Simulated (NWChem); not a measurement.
System: CH3F2In; SMILES [CH3][In]([F])[F]

Input file for NWChem:

```
start job
memory heap 200 mb stack 900 mb global 1100 mb
geometry units angstroms noautosym nocenter noautoz
  In    -0.002562    -0.033183     0.002042
  F     -1.619353     1.067725    -0.001021
  F      1.535213     1.175163    -0.001539
  C      0.060483    -2.160135     0.003245
  H      0.688604    -2.495620     0.838980
  H      0.501219    -2.497857    -0.944355
  H     -0.958980    -2.551422     0.108351
end
basis spherical
  * library def2-svpd
end
ecp
  In library def2-ecp
end
dft
  xc xcamb88 1.00 lyp 0.81 vwn_5 0.19 hfexch 1.00
  cam 0.33 cam_alpha 0.19 cam_beta 0.46
  iterations 150
end
property
  response 1 0.0
end
task dft property
```

NWChem printed, in part:

```
             Northwest Computational Chemistry Package (NWChem) 7.3.0
             --------------------------------------------------------

                             Geometry "geometry" -> ""
                             -------------------------

 Output coordinates in angstroms (scale by  1.889725989 to convert to a.u.)

  No.       Tag          Charge          X              Y              Z
 ---- ---------------- ---------- -------------- -------------- --------------
    1 In                  49.0000    -0.00256200    -0.03318300     0.00204200
    2 F                    9.0000    -1.61935300     1.06772500    -0.00102100
    3 F                    9.0000     1.53521300     1.17516300    -0.00153900
    4 C                    6.0000     0.06048300    -2.16013500     0.00324500
    5 H                    1.0000     0.68860400    -2.49562000     0.83898000
    6 H                    1.0000     0.50121900    -2.49785700    -0.94435500
    7 H                    1.0000    -0.95898000    -2.55142200     0.10835100

 Effective nuclear repulsion energy (a.u.)     386.4965081425

                                 NWChem DFT Module
                                 -----------------

 Summary of "ao basis" -> "ao basis" (spherical)
 ------------------------------------------------------------------------------
       Tag                 Description            Shells   Functions and Types
 ---------------- ------------------------------  ------  ---------------------
 In                        def2-svpd                12       32   5s4p3d
 F                         def2-svpd                 9       23   4s3p2d
 C                         def2-svpd                 8       20   4s2p2d
 H                         def2-svpd                 4        8   2s2p

            General Information
            -------------------
          SCF calculation type: DFT
          Wavefunction type:  closed shell.
          No. of atoms     :     7
          No. of electrons :    48
           Alpha electrons :    24
            Beta electrons :    24
          Charge           :     0
          Spin multiplicity:     1
          Use of symmetry is: off; symmetry adaption is: off
          Maximum number of iterations: 150
          AO basis - number of functions:   122
                     number of shells:    50
          Convergence on energy requested:  1.00D-06
          Convergence on density requested:  1.00D-05
          Convergence on gradient requested:  5.00D-04

              XC Information
              --------------
                     Hartree-Fock (Exact) Exchange  1.000
                   CAM-Becke88 Exchange Functional  1.000
                      VWN V Correlation Functional  0.190 local
              Lee-Yang-Parr Correlation Functional  0.810

           Range-Separation Parameters
           ---------------------------
           Alpha           :  0.19
           Beta            :  0.46
           Gamma           :  0.33
           Short-Range HF  :     F

             Grid Information
             ----------------
          Grid used for XC integration:  medium
          Radial quadrature: Mura-Knowles
          Angular quadrature: Lebedev.
          Tag              B.-S. Rad. Rad. Pts. Rad. Cut. Ang. Pts.
          ---              ---------- --------- --------- ---------
          In                  1.55      123          10.0       590
          F                   0.50       49          12.0       434
          C                   0.70       49          11.0       434
          H                   0.35       45          12.0       434
          Grid pruning is: on
          Number of quadrature shells:   405
          Spatial weights used:  Erf1

      Superposition of Atomic Density Guess
      -------------------------------------

 Sum of atomic energies:        -455.76607780

      Non-variational initial energy
      ------------------------------

 Total energy =    -427.423502
 1-e energy   =   -1046.651136
 2-e energy   =     427.386695
 HOMO         =      -0.397437
 LUMO         =      -0.081518

   convergence    iter        energy       DeltaE   RMS-Dens  Diis-err
 ---------------- ----- ----------------- --------- --------- ---------
 d= 0,ls=0.0,diis     1   -429.3780226159 -6.21D+02  1.60D-02  1.18D+00
 d= 0,ls=0.0,diis     2   -429.2105038112  1.68D-01  6.98D-03  3.79D+00
 d= 0,ls=0.0,diis     3   -429.5276554518 -3.17D-01  8.35D-04  3.04D-03
 d= 0,ls=0.0,diis     4   -429.5280514553 -3.96D-04  1.57D-04  2.77D-04
 d= 0,ls=0.0,diis     5   -429.5280820978 -3.06D-05  6.56D-05  4.52D-05
  Resetting Diis
 d= 0,ls=0.0,diis     6   -429.5280884269 -6.33D-06  1.78D-05  4.20D-06
 d= 0,ls=0.0,diis     7   -429.5280890349 -6.08D-07  4.06D-06  1.19D-07

         Total DFT energy =     -429.528089034924
      One electron energy =    -1049.293537218758
           Coulomb energy =      472.036414095642
    Exchange-Corr. energy =      -44.111904923004
 Nuclear repulsion energy =      191.840939011196

 Numeric. integr. density =       48.000012652205

                       DFT Final Molecular Orbital Analysis
                       ------------------------------------

 Vector   22  Occ=2.000000D+00  E=-4.377331D-01
              MO Center= -1.0D-01,  1.1D+00, -1.2D-03, r^2= 3.0D+00
   Bfn.  Coefficient  Atom+Function         Bfn.  Coefficient  Atom+Function
  ----- ------------  ---------------      ----- ------------  ---------------
    39      0.472191  2 F  pz                62     -0.454323  3 F  pz
    42     -0.312779  2 F  pz                65      0.301176  3 F  pz
    21      0.118325  1 In d  1              45     -0.103160  2 F  pz
    68      0.099531  3 F  pz                97      0.028846  4 C  d  1

 Vector   23  Occ=2.000000D+00  E=-4.320970D-01
              MO Center= -7.1D-02,  1.1D+00, -1.1D-03, r^2= 3.0D+00
   Bfn.  Coefficient  Atom+Function         Bfn.  Coefficient  Atom+Function
  ----- ------------  ---------------      ----- ------------  ---------------
    60      0.422806  3 F  px                37      0.415216  2 F  px
    63     -0.281097  3 F  px                40     -0.276216  2 F  px
    38      0.224789  2 F  py                61     -0.189731  3 F  py
    41     -0.150196  2 F  py                18     -0.147866  1 In d -2
    64      0.127525  3 F  py                66     -0.079220  3 F  px

 Vector   24  Occ=2.000000D+00  E=-3.957606D-01
              MO Center=  9.1D-03, -7.0D-01,  1.9D-03, r^2= 3.9D+00
   Bfn.  Coefficient  Atom+Function         Bfn.  Coefficient  Atom+Function
  ----- ------------  ---------------      ----- ------------  ---------------
    84      0.375222  4 C  py                 3      0.288558  1 In s
    13     -0.283559  1 In py                38     -0.280916  2 F  py
    61     -0.281522  3 F  py                 4      0.219847  1 In s
    22      0.183887  1 In d  2              41      0.182085  2 F  py
    64      0.182405  3 F  py                87      0.166250  4 C  py

 Vector   25  Occ=0.000000D+00  E=-3.955051D-02
              MO Center=  1.4D-02, -3.4D-01,  1.9D-02, r^2= 6.3D+00
   Bfn.  Coefficient  Atom+Function         Bfn.  Coefficient  Atom+Function
  ----- ------------  ---------------      ----- ------------  ---------------
     5      0.544976  1 In s                  3      0.466365  1 In s
    82      0.439386  4 C  s                  4      0.355837  1 In s
     1     -0.272485  1 In s                 84     -0.247077  4 C  py
    80     -0.235579  4 C  s                 87     -0.214397  4 C  py
   116     -0.208272  7 H  s                100     -0.166119  5 H  s

 Vector   26  Occ=0.000000D+00  E=-2.031007D-02
              MO Center= -2.5D-02, -1.9D-01, -8.9D-03, r^2= 4.7D+00
   Bfn.  Coefficient  Atom+Function         Bfn.  Coefficient  Atom+Function
  ----- ------------  ---------------      ----- ------------  ---------------
    17      0.808094  1 In pz                14      0.528149  1 In pz
   108      0.207459  6 H  s                100     -0.190183  5 H  s
    45     -0.155267  2 F  pz                11     -0.144948  1 In pz
    39      0.138298  2 F  pz                62      0.136197  3 F  pz
     8     -0.134180  1 In pz                68     -0.133604  3 F  pz

 Vector   27  Occ=0.000000D+00  E= 3.925092D-02
              MO Center=  1.1D-01, -1.4D+00,  8.4D-04, r^2= 1.1D+01
   Bfn.  Coefficient  Atom+Function         Bfn.  Coefficient  Atom+Function
  ----- ------------  ---------------      ----- ------------  ---------------
     4      2.753819  1 In s                  5     -1.936573  1 In s
    16      1.282394  1 In py                81     -0.932207  4 C  s
    36     -0.711368  2 F  s                 59     -0.667323  3 F  s
   108      0.436367  6 H  s                 43     -0.429456  2 F  px
   100      0.423719  5 H  s                 66      0.421499  3 F  px

     Multipole analysis of the density
     ---------------------------------

     L   x y z        total         alpha         beta         nuclear
     -   - - -        -----         -----         ----         -------
     0   0 0 0     -0.000000    -24.000000    -24.000000     48.000000

[...]

 DFT Linear Response polarizability / au
 Frequency  =       0.0000000 / au
              X              Y              Z
 -----------------------------------------------
 X      42.8393426     -0.4238517     -0.0016687
 Y      -0.4238528     56.0881351      0.0094981
 Z      -0.0016687      0.0095013     35.3310585
 -----------------------------------------------
 Eigenvalues =      42.8257970     56.1016854     35.3310539
 Isotropic   =      44.7528454
 Anisotropic =      18.2186652
 -----------------------------------------------

 Magnetic Dipole Response Matrix (nonzero elements):

 Exiting AOResponse driver routine
```

Level: CAM-B3LYP/def2-SVPD with def2 effective core potentials on In. Geometry: optimised at PBE0/def2-SVP. No frequency run checked for a minimum. def2 effective core potentials on In; no spin-orbit coupling.
